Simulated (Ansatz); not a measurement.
Ansatz (a program for electronic structure) input (HF/3-21G): The .json file is the Basis Set Exchange's 3-21G.

Ansatz 0.2 input:
```yaml
crystal:
  periodic: [false, false, false]
  atoms:
    - {symbol: Si, position_ang: [-2.01259679, 0.24748562, 0.26286393]}
    - {symbol: C, position_ang: [-0.19053265, 0.03134002, 0.03602695]}
    - {symbol: C, position_ang: [0.78770786, 0.55050812, 0.80890877]}
    - {symbol: C, position_ang: [2.11074347, 0.16850072, 0.32721216]}
    - {symbol: C, position_ang: [2.07640685, -0.62917053, -0.79773111]}
    - {symbol: C, position_ang: [0.52774787, -0.77100806, -1.06345280]}
    - {symbol: H, position_ang: [-2.79286744, -1.02486939, 0.47961252]}
    - {symbol: H, position_ang: [-2.73461296, 0.90180856, -0.88832835]}
    - {symbol: H, position_ang: [-2.33696187, 1.10510794, 1.45696985]}
    - {symbol: H, position_ang: [0.61395250, 1.16994115, 1.67395051]}
    - {symbol: H, position_ang: [3.00377982, 0.49838361, 0.82986654]}
    - {symbol: H, position_ang: [0.29699854, -0.39085766, -2.05821407]}
    - {symbol: H, position_ang: [0.25362611, -1.82533454, -1.03973585]}
basis:
  gaussian:
    orbitals: 3-21G.json
hamiltonian:
  xc: {name: HF}
total_charge: -1
phonons: {temperatures: {t_min: 298.15, t_max: 298.15, t_step: 100}}
```

Output:

```
Functional definition: HF
integrals: 0.03 GiB planned
1005 factors; integrals over basis functions are off by at most 5.7e-4 eV
mean field: 0.22 GiB planned
mean field evaluation 1: about -13047.5082 eV, gradient 2.7e1 eV
mean field evaluation 2: about -13047.8722 eV, gradient 2.7e1 eV
mean field evaluation 4: about -13050.5688 eV, gradient 4.1e0 eV
mean field evaluation 8: about -13050.6595 eV, gradient 2.2e-1 eV
mean field evaluation 16: about -13040.2158 eV, gradient 1.2e1 eV
mean field -13050.66001697 eV, -479.6029095686 hartree, gradient 6.8e-5 eV, S^2 0.000000; 0 other end points of the search recorded, 0 dependent functions left out
the calculation of the forces begins
reference -13050.66001697 eV, -479.6029095686 hartree; 26, 26 occupied and 46, 46 virtual orbitals, 1005 factors
these checks for a lower state are left out or cut short: stability, starts, cluster_reference, orbital_swaps, neighbouring_geometries, increment
integrals: 0.03 GiB planned
1005 factors; integrals over basis functions are off by at most 5.7e-4 eV
mean field: 0.22 GiB planned
mean field -13050.65992176 eV, -479.6029060695 hartree, gradient 1.8e-6 eV, S^2 0.000000; 0 other end points of the search recorded, 0 dependent functions left out
the calculation of the forces begins
reference -13050.65992176 eV, -479.6029060695 hartree; 26, 26 occupied and 46, 46 virtual orbitals, 1005 factors
these checks for a lower state are left out or cut short: stability, starts, cluster_reference, orbital_swaps, neighbouring_geometries, increment
integrals: 0.03 GiB planned
1005 factors; integrals over basis functions are off by at most 5.7e-4 eV
mean field: 0.22 GiB planned
mean field evaluation 32: about -13050.6599 eV, gradient 2.1e-3 eV
mean field -13050.65992615 eV, -479.6029062310 hartree, gradient 1.8e-6 eV, S^2 0.000000; 0 other end points of the search recorded, 0 dependent functions left out
the calculation of the forces begins
reference -13050.65992615 eV, -479.6029062310 hartree; 26, 26 occupied and 46, 46 virtual orbitals, 1005 factors
these checks for a lower state are left out or cut short: stability, starts, cluster_reference, orbital_swaps, neighbouring_geometries, increment
integrals: 0.03 GiB planned
1005 factors; integrals over basis functions are off by at most 5.7e-4 eV
mean field: 0.22 GiB planned
mean field -13050.65991727 eV, -479.6029059048 hartree, gradient 1.8e-6 eV, S^2 0.000000; 0 other end points of the search recorded, 0 dependent functions left out
the calculation of the forces begins
reference -13050.65991727 eV, -479.6029059048 hartree; 26, 26 occupied and 46, 46 virtual orbitals, 1005 factors
these checks for a lower state are left out or cut short: stability, starts, cluster_reference, orbital_swaps, neighbouring_geometries, increment
integrals: 0.03 GiB planned
1005 factors; integrals over basis functions are off by at most 5.7e-4 eV
mean field: 0.22 GiB planned
mean field -13050.65991845 eV, -479.6029059480 hartree, gradient 1.8e-6 eV, S^2 0.000000; 0 other end points of the search recorded, 0 dependent functions left out
the calculation of the forces begins
reference -13050.65991845 eV, -479.6029059480 hartree; 26, 26 occupied and 46, 46 virtual orbitals, 1005 factors
these checks for a lower state are left out or cut short: stability, starts, cluster_reference, orbital_swaps, neighbouring_geometries, increment
integrals: 0.03 GiB planned
1005 factors; integrals over basis functions are off by at most 5.7e-4 eV
mean field: 0.22 GiB planned
mean field evaluation 64: about -13050.6599 eV, gradient 1.4e-6 eV
mean field -13050.65986270 eV, -479.6029038994 hartree, gradient 1.8e-6 eV, S^2 0.000000; 0 other end points of the search recorded, 0 dependent functions left out
the calculation of the forces begins
reference -13050.65986270 eV, -479.6029038994 hartree; 26, 26 occupied and 46, 46 virtual orbitals, 1005 factors
these checks for a lower state are left out or cut short: stability, starts, cluster_reference, orbital_swaps, neighbouring_geometries, increment
integrals: 0.03 GiB planned
1005 factors; integrals over basis functions are off by at most 5.7e-4 eV
mean field: 0.22 GiB planned
mean field -13050.65985044 eV, -479.6029034486 hartree, gradient 1.8e-6 eV, S^2 0.000000; 0 other end points of the search recorded, 0 dependent functions left out
the calculation of the forces begins
reference -13050.65985044 eV, -479.6029034486 hartree; 26, 26 occupied and 46, 46 virtual orbitals, 1005 factors
these checks for a lower state are left out or cut short: stability, starts, cluster_reference, orbital_swaps, neighbouring_geometries, increment
integrals: 0.03 GiB planned
1005 factors; integrals over basis functions are off by at most 5.7e-4 eV
mean field: 0.22 GiB planned
[...]
mean field: 0.22 GiB planned
mean field -13050.66000171 eV, -479.6029090078 hartree, gradient 1.8e-6 eV, S^2 0.000000; 0 other end points of the search recorded, 0 dependent functions left out
the calculation of the forces begins
reference -13050.66000171 eV, -479.6029090078 hartree; 26, 26 occupied and 46, 46 virtual orbitals, 1005 factors
these checks for a lower state are left out or cut short: stability, starts, cluster_reference, orbital_swaps, neighbouring_geometries, increment
integrals: 0.03 GiB planned
1005 factors; integrals over basis functions are off by at most 5.7e-4 eV
mean field: 0.22 GiB planned
mean field -13050.66000052 eV, -479.6029089641 hartree, gradient 1.8e-6 eV, S^2 0.000000; 0 other end points of the search recorded, 0 dependent functions left out
the calculation of the forces begins
reference -13050.66000052 eV, -479.6029089641 hartree; 26, 26 occupied and 46, 46 virtual orbitals, 1005 factors
these checks for a lower state are left out or cut short: stability, starts, cluster_reference, orbital_swaps, neighbouring_geometries, increment
integrals: 0.03 GiB planned
1005 factors; integrals over basis functions are off by at most 5.7e-4 eV
mean field: 0.22 GiB planned
mean field evaluation 384: about -13050.6600 eV, gradient 1.4e-6 eV
mean field -13050.65996757 eV, -479.6029077531 hartree, gradient 1.8e-6 eV, S^2 0.000000; 0 other end points of the search recorded, 0 dependent functions left out
the calculation of the forces begins
reference -13050.65996757 eV, -479.6029077531 hartree; 26, 26 occupied and 46, 46 virtual orbitals, 1005 factors
these checks for a lower state are left out or cut short: stability, starts, cluster_reference, orbital_swaps, neighbouring_geometries, increment
integrals: 0.03 GiB planned
1005 factors; integrals over basis functions are off by at most 5.7e-4 eV
mean field: 0.22 GiB planned
mean field -13050.65996863 eV, -479.6029077920 hartree, gradient 1.8e-6 eV, S^2 0.000000; 0 other end points of the search recorded, 0 dependent functions left out
the calculation of the forces begins
reference -13050.65996863 eV, -479.6029077920 hartree; 26, 26 occupied and 46, 46 virtual orbitals, 1005 factors
these checks for a lower state are left out or cut short: stability, starts, cluster_reference, orbital_swaps, neighbouring_geometries, increment
integrals: 0.03 GiB planned
1005 factors; integrals over basis functions are off by at most 5.7e-4 eV
mean field: 0.22 GiB planned
mean field -13050.65997016 eV, -479.6029078482 hartree, gradient 1.8e-6 eV, S^2 0.000000; 0 other end points of the search recorded, 0 dependent functions left out
the calculation of the forces begins
reference -13050.65997016 eV, -479.6029078482 hartree; 26, 26 occupied and 46, 46 virtual orbitals, 1005 factors
these checks for a lower state are left out or cut short: stability, starts, cluster_reference, orbital_swaps, neighbouring_geometries, increment
integrals: 0.03 GiB planned
1005 factors; integrals over basis functions are off by at most 5.7e-4 eV
mean field: 0.22 GiB planned
mean field -13050.65996896 eV, -479.6029078043 hartree, gradient 1.8e-6 eV, S^2 0.000000; 0 other end points of the search recorded, 0 dependent functions left out
the calculation of the forces begins
reference -13050.65996896 eV, -479.6029078043 hartree; 26, 26 occupied and 46, 46 virtual orbitals, 1005 factors
these checks for a lower state are left out or cut short: stability, starts, cluster_reference, orbital_swaps, neighbouring_geometries, increment
integrals: 0.03 GiB planned
1005 factors; integrals over basis functions are off by at most 5.7e-4 eV
mean field: 0.22 GiB planned
mean field evaluation 416: about -13050.2430 eV, gradient 1.8e-3 eV
mean field -13050.65999921 eV, -479.6029089160 hartree, gradient 1.8e-6 eV, S^2 0.000000; 0 other end points of the search recorded, 0 dependent functions left out
the calculation of the forces begins
reference -13050.65999921 eV, -479.6029089160 hartree; 26, 26 occupied and 46, 46 virtual orbitals, 1005 factors
these checks for a lower state are left out or cut short: stability, starts, cluster_reference, orbital_swaps, neighbouring_geometries, increment
integrals: 0.03 GiB planned
1005 factors; integrals over basis functions are off by at most 5.7e-4 eV
mean field: 0.22 GiB planned
mean field -13050.65999621 eV, -479.6029088057 hartree, gradient 1.8e-6 eV, S^2 0.000000; 0 other end points of the search recorded, 0 dependent functions left out
the calculation of the forces begins
reference -13050.65999621 eV, -479.6029088057 hartree; 26, 26 occupied and 46, 46 virtual orbitals, 1005 factors
these checks for a lower state are left out or cut short: stability, starts, cluster_reference, orbital_swaps, neighbouring_geometries, increment
integrals: 0.03 GiB planned
1005 factors; integrals over basis functions are off by at most 5.7e-4 eV
mean field: 0.22 GiB planned
mean field -13050.65998968 eV, -479.6029085658 hartree, gradient 1.8e-6 eV, S^2 0.000000; 0 other end points of the search recorded, 0 dependent functions left out
the calculation of the forces begins
reference -13050.65998968 eV, -479.6029085658 hartree; 26, 26 occupied and 46, 46 virtual orbitals, 1005 factors
these checks for a lower state are left out or cut short: stability, starts, cluster_reference, orbital_swaps, neighbouring_geometries, increment
integrals: 0.03 GiB planned
1005 factors; integrals over basis functions are off by at most 5.7e-4 eV
mean field: 0.22 GiB planned
mean field evaluation 448: about -13050.6600 eV, gradient 7.1e-5 eV
mean field -13050.65998837 eV, -479.6029085174 hartree, gradient 1.8e-6 eV, S^2 0.000000; 0 other end points of the search recorded, 0 dependent functions left out
the calculation of the forces begins
reference -13050.65998837 eV, -479.6029085174 hartree; 26, 26 occupied and 46, 46 virtual orbitals, 1005 factors
these checks for a lower state are left out or cut short: stability, starts, cluster_reference, orbital_swaps, neighbouring_geometries, increment
integrals: 0.03 GiB planned
1005 factors; integrals over basis functions are off by at most 5.7e-4 eV
mean field: 0.22 GiB planned
mean field -13050.65992212 eV, -479.6029060827 hartree, gradient 1.8e-6 eV, S^2 0.000000; 0 other end points of the search recorded, 0 dependent functions left out
the calculation of the forces begins
reference -13050.65992212 eV, -479.6029060827 hartree; 26, 26 occupied and 46, 46 virtual orbitals, 1005 factors
these checks for a lower state are left out or cut short: stability, starts, cluster_reference, orbital_swaps, neighbouring_geometries, increment
integrals: 0.03 GiB planned
1005 factors; integrals over basis functions are off by at most 5.7e-4 eV
mean field: 0.22 GiB planned
mean field -13050.65992584 eV, -479.6029062197 hartree, gradient 1.8e-6 eV, S^2 0.000000; 0 other end points of the search recorded, 0 dependent functions left out
the calculation of the forces begins
reference -13050.65992584 eV, -479.6029062197 hartree; 26, 26 occupied and 46, 46 virtual orbitals, 1005 factors
Total energy: -13050.66001697 eV, -479.6029095686 hartree
Atom 0 at    -2.012597     0.247486     0.262864 Å, force    -0.000385    -0.000450    -0.000650 eV/Å
Atom 1 at    -0.190533     0.031340     0.036027 Å, force    -0.000698     0.001430     0.001985 eV/Å
Atom 2 at     0.787708     0.550508     0.808909 Å, force     0.000451    -0.000437    -0.000596 eV/Å
Atom 3 at     2.110743     0.168501     0.327212 Å, force    -0.000942    -0.000200    -0.000321 eV/Å
Atom 4 at     2.076407    -0.629171    -0.797731 Å, force     0.000325     0.000122     0.000186 eV/Å
Atom 5 at     0.527748    -0.771008    -1.063453 Å, force    -0.000441     0.000319     0.000431 eV/Å
Atom 6 at    -2.792867    -1.024869     0.479613 Å, force    -0.000502    -0.000213     0.000002 eV/Å
Atom 7 at    -2.734613     0.901809    -0.888328 Å, force    -0.000493     0.000092    -0.000215 eV/Å
Atom 8 at    -2.336962     1.105108     1.456970 Å, force     0.000894    -0.000136    -0.000154 eV/Å
Atom 9 at     0.613953     1.169941     1.673951 Å, force     0.000324     0.000007     0.000024 eV/Å
Atom 10 at     3.003780     0.498384     0.829867 Å, force     0.000317    -0.000138    -0.000182 eV/Å
Atom 11 at     0.296999    -0.390858    -2.058214 Å, force     0.000589     0.000274    -0.000590 eV/Å
Atom 12 at     0.253626    -1.825335    -1.039736 Å, force     0.000561    -0.000670     0.000080 eV/Å
Dipole moment:    -1.051209     0.323622     0.411040 e Å
Vibrations: 118.80 172.30 211.59 332.20 463.37 588.64 687.63 709.59 828.82 831.37 891.44 941.97 955.65 1009.63 1021.52 1039.48 1081.06 1094.30 1141.58 1249.47 1296.73 1316.31 1400.34 1464.70 1581.86 1692.83 2128.24 2156.07 2190.76 3157.01 3183.06 3272.89 3302.30 cm⁻¹, zero-point energy 2.697495 eV
```

The blocks after the first are displaced geometries, from whose forces the wavenumbers follow.

The dipole moment of an ion depends on the origin.
